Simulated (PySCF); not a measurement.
# Ionising ZnH

BHandHLYP; basis Zn def2-TZVPPD, H def2-TZVPPD; no relativity; PySCF 2.14. Neutral (UKS): doublet (σ ↑), Re = 1.616 Å, ωe = 1563 cm⁻¹, De = 1.05 eV, HOMO -6.21 eV, LUMO -1.69 eV.

ZnH⁺ (UKS): singlet (closed shell), Re = 1.529 Å, ωe = 1947 cm⁻¹, De = 2.24 eV to Zn⁺ + H. The energies at the minima are -1779.89400 hartree for ZnH and -1779.60806 for ZnH⁺.

(1) Work out the adiabatic ionisation energy, without and with harmonic zero-point energies (1 hartree = 27.2114 eV, 1 eV = 8065.5 cm⁻¹), and the change of the bond length.

ZnH⁻ (UKS): singlet (closed shell), Re = 1.802 Å, ωe = 1043 cm⁻¹. The energies at the minima are -1779.89400 hartree for ZnH and -1779.91736 for ZnH⁻.

(2) Work out the adiabatic electron affinity, without and with harmonic zero-point energies (1 hartree = 27.2114 eV, 1 eV = 8065.5 cm⁻¹), and the change of the bond length.

For an ion De counts to the pair picked by the measured ionisation energies or electron affinities, which need not be the lowest pair at this level. The highest Kohn–Sham level is positive in this anion. Much of that is self-interaction error, but it also means that the finite basis helps to hold the extra electron. States were picked by a PBE0 search and need not be the measured ground states.

## Answers

(1) At BHandHLYP: 0.28594 hartree = 7.781 eV between the minima; the zero-point term (1947.0 − 1563.0)/2 cm⁻¹ = +0.024 eV makes it 7.805 eV. Re changes by -8.7 pm against the neutral. The electron leaves a σ orbital, and the shorter bond of the ion fits an antibonding orbital, or a change in how ionic the bond is.

(2) At BHandHLYP: 0.02336 hartree = 0.636 eV between the minima; the zero-point term (1563.0 − 1043.0)/2 cm⁻¹ = +0.032 eV makes it 0.668 eV. Re changes by +18.6 pm against the neutral. The electron enters a σ orbital, and the longer bond of the ion fits an antibonding orbital, or a change in how ionic the bond is.
